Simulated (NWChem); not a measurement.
# GaCl₂F; SMILES [F][Ga]([Cl])[Cl]

### Question
Give the equilibrium geometry at PBE0/def2-SVP (NWChem) as a Z-matrix, with the point group.

### Answer
point group C2v; any orientation.
```
Ga
F 1 1.7358
Cl 1 2.1140 2 118.43
Cl 1 2.1140 2 118.43 3 180.00
```
